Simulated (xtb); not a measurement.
xtb input (GFN2-xTB):

```bash
xtb mol.xyz --gfn 2 --ohess tight --chrg -1 --uhf 0
```
mol.xyz:
```
7

B     -0.65041241    -0.07232641    -0.00466290
N      0.98289769    -0.28111422     0.02729732
H     -1.08935707    -0.80204497    -0.78633403
H     -0.83841832     1.11399182    -0.23411108
H     -1.09592194    -0.31289632     1.09210398
H      1.37516664     0.34545314     0.74635881
H      1.33767155    -0.07115831    -0.84531421
```

Output:

```
           -------------------------------------------------
          |                Calculation Setup                |
           -------------------------------------------------

           -------------------------------------------------
          |                 G F N 2 - x T B                 |
           -------------------------------------------------

        Reference                      10.1021/acs.jctc.8b01176
      * Hamiltonian:
        H0-scaling (s, p, d)           1.850000    2.230000    2.230000
        zeta-weighting                 0.500000
      * Dispersion:
        s8                             2.700000
        a1                             0.520000
        a2                             5.000000
        s9                             5.000000
      * Repulsion:
        kExp                           1.500000    1.000000
        rExp                           1.000000
      * Coulomb:
        alpha                          2.000000
        third order                    shell-resolved
        anisotropic                    true
        a3                             3.000000
        a5                             4.000000
        cn-shift                       1.200000
        cn-exp                         4.000000
        max-rad                        5.000000

          ...................................................
          :                      SETUP                      :
          :.................................................:
          :  # basis functions                  13          :
          :  # atomic orbitals                  13          :
          :  # shells                            9          :
          :  # electrons                        14          :
          :  max. iterations                   250          :
          :  Hamiltonian                  GFN2-xTB          :
          :  restarted?                      false          :
          :  GBSA solvation                  false          :
          :  PC potential                    false          :
          :  electronic temp.          300.0000000     K    :
          :  accuracy                    1.0000000          :
          :  -> integral cutoff          0.2500000E+02      :
          :  -> integral neglect         0.1000000E-07      :
          :  -> SCF convergence          0.1000000E-05 Eh   :
          :  -> wf. convergence          0.1000000E-03 e    :
          :  Broyden damping             0.4000000          :
          :  net charge                         -1          :
          :  unpaired electrons                  0          :
          ...................................................

 iter      E             dE          RMSdq      gap      omega  full diag
   1     -6.6615065 -0.666151E+01  0.912E+00   10.96       0.0  T
   2     -6.9252756 -0.263769E+00  0.558E+00    9.81       1.0  T
   3     -6.9381909 -0.129152E-01  0.302E+00   10.72       1.0  T
   4     -6.9414904 -0.329957E-02  0.115E+00   10.42       1.0  T
   5     -6.9462449 -0.475443E-02  0.580E-01   10.66       1.0  T
   6     -6.9477394 -0.149452E-02  0.200E-01   10.54       1.0  T
[...]
   center of mass at/Å    :        0.2187626      -0.1621719       0.0339531
  moments of inertia/u·Å² :        0.5878878E+01   0.2453507E+02   0.2536917E+02
rotational constants/cm⁻¹ :        0.2867491E+01   0.6870832E+00   0.6644928E+00

 * 6 selected distances

     #   Z          #   Z                                           value/Å
     1   5 B        2   7 N                                       1.5647359 (max)
     1   5 B        3   1 H                                       1.2270542
     1   5 B        4   1 H                                       1.2533769
     1   5 B        5   1 H                                       1.2269608
     2   7 N        6   1 H                                       1.0191755 (min)
     2   7 N        7   1 H                                       1.0193781

 * 3 distinct bonds (by element types)

   Z      Z             #   av. dist./Å        max./Å        min./Å
   1 H    5 B           3     1.2357973     1.2533769     1.2269608
   1 H    7 N           2     1.0192768     1.0193781     1.0191755
   5 B    7 N           1     1.5647359     1.5647359     1.5647359

           -------------------------------------------------
          |               Frequency Printout                |
           -------------------------------------------------
 projected vibrational frequencies (cm⁻¹)
eigval :       -0.00    -0.00     0.00     0.00     0.00     0.00
eigval :      279.47   744.25   770.90   841.17  1012.17  1086.50
eigval :     1184.39  1247.12  1258.30  1637.87  1856.13  2062.07
eigval :     2166.38  3319.94  3329.18
 reduced masses (amu)
   1:  3.56   2:  8.41   3:  7.83   4: 10.35   5:  7.93   6: 10.91   7:  1.37   8:  5.94
   9:  1.41  10:  7.06  11:  4.35  12:  3.86  13:  2.84  14:  1.73  15:  1.74  16:  2.05
  17:  1.62  18:  1.80  19:  1.22  20:  1.53  21:  2.07
 IR intensities (km·mol⁻¹)
   1: 10.80   2: 20.99   3: 31.48   4: 17.16   5: 43.06   6: 25.35   7: 25.40   8: 88.47
   9: 16.70  10: 17.52  11:211.79  12: 85.94  13:471.76  14:180.65  15:184.60  16:  6.69
  17:764.60  18:715.26  19:319.50  20: 80.18  21:159.26
 Raman intensities (Ä⁴*amu⁻¹)
Molecule has the following symmetry elements: (sigma)
It seems to be the Cs point group
   1:  0.00   2:  0.00   3:  0.00   4:  0.00   5:  0.00   6:  0.00   7:  0.00   8:  0.00
   9:  0.00  10:  0.00  11:  0.00  12:  0.00  13:  0.00  14:  0.00  15:  0.00  16:  0.00
  17:  0.00  18:  0.00  19:  0.00  20:  0.00  21:  0.00
 output can be read by thermo (or use thermo option).
 writing <g98.out> molden fake output.
 recommended (thermochemical) frequency scaling factor: 1.0
           -------------------------------------------------
          |             Thermodynamic Functions             |
           -------------------------------------------------

cs  symmetry found (for desy threshold:  0.10E+00) used in thermo

          ...................................................
          :                      SETUP                      :
          :.................................................:
          :  # frequencies                          15      :
          :  # imaginary freq.                       0      :
          :  linear?                             false      :
          :  only rotor calc.                    false      :
          :  symmetry                               cs      :
          :  rotational number                       1      :
          :  scaling factor                  1.0000000      :
          :  rotor cutoff                   50.0000000 cm⁻¹ :
          :  imag. cutoff                  -20.0000000 cm⁻¹ :
          :.................................................:

    mode    ω/cm⁻¹     T·S(HO)/kcal·mol⁻¹    T·S(FR)/kcal·mol⁻¹   T·S(vib)
   ------------------------------------------------------------------------
       1    279.47    -0.45823 ( 99.90%)    -0.54580 (  0.10%)    -0.45832
   ------------------------------------------------------------------------

   temp. (K)  partition function   enthalpy   heat capacity  entropy
                                   cal/mol     cal/K/mol   cal/K/mol   J/K/mol
 298.15  VIB   1.48                  507.089      5.042      2.480
         ROT  0.462E+04              888.752      2.981     19.750
         INT  0.684E+04             1395.841      8.023     22.230
         TR   0.158E+27             1481.254      4.968     36.099
         TOT                        2877.0954    12.9912    58.3288   244.0477

       T/K    H(0)-H(T)+PV         H(T)/Eh          T*S/Eh         G(T)/Eh
   ------------------------------------------------------------------------
    298.15    0.458494E-02    0.565177E-01    0.277139E-01    0.288038E-01
   ------------------------------------------------------------------------

         :::::::::::::::::::::::::::::::::::::::::::::::::::::
         ::                  THERMODYNAMIC                  ::
         :::::::::::::::::::::::::::::::::::::::::::::::::::::
         :: total free energy          -6.851116315991 Eh   ::
         ::.................................................::
         :: total energy               -6.879920133781 Eh   ::
         :: zero point energy           0.051932764568 Eh   ::
         :: G(RRHO) w/o ZPVE           -0.023128946778 Eh   ::
         :: G(RRHO) contrib.            0.028803817790 Eh   ::
         :::::::::::::::::::::::::::::::::::::::::::::::::::::

optimized geometry written to: xtbopt.xyz

           -------------------------------------------------
          | TOTAL ENERGY               -6.879920133781 Eh   |
          | TOTAL ENTHALPY             -6.823402425885 Eh   |
          | TOTAL FREE ENERGY          -6.851116315991 Eh   |
          | GRADIENT NORM               0.000287487016 Eh/α |
          | HOMO-LUMO GAP              11.468859901025 eV   |
           -------------------------------------------------

------------------------------------------------------------------------
------------------------------------------------------------------------
 total:
 SCF:
Note: The following floating-point exceptions are signalling: IEEE_DENORMAL
normal termination of xtb
 ANC optimizer:
 analytical hessian:
```

It need not be the lowest isomer of its formula. Whether it binds its extra electron was not tested at this geometry.
